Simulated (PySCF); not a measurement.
**Zirconium: a sound run and one with changed settings**

Sound run: Zr⁺ [Kr] 4d2 5s1, Zr²⁺ [Kr] 4d2. All numbers are calculated (PySCF 2.14, scalar relativity through the core potential, in def2-TZVP with the def2 core potential (28 electrons)). The sound run starts from symmetry-adapted Hartree-Fock orbitals and uses a fine grid where one is needed.

Changed run: initial guess 1e, at most 2 SCF cycles. This setting is unsound on purpose.

```tsv
species	method	sound run (hartree)	changed run (hartree)	converged
Zr⁺	UHF	-46.25178	-46.23431	no
Zr⁺	M06-2X	-46.55971	-46.24688	no
Zr⁺	B3LYP	-46.67560	-46.19384	no
Zr²⁺	UHF	-45.79964	-45.79928	no
Zr²⁺	M06-2X	-46.07895	-46.03190	no
Zr²⁺	B3LYP	-46.18605	-46.10097	no
```

The SCF was stopped early; the energies are upper bounds that still move, and correlated levels were skipped or rest on poor orbitals.
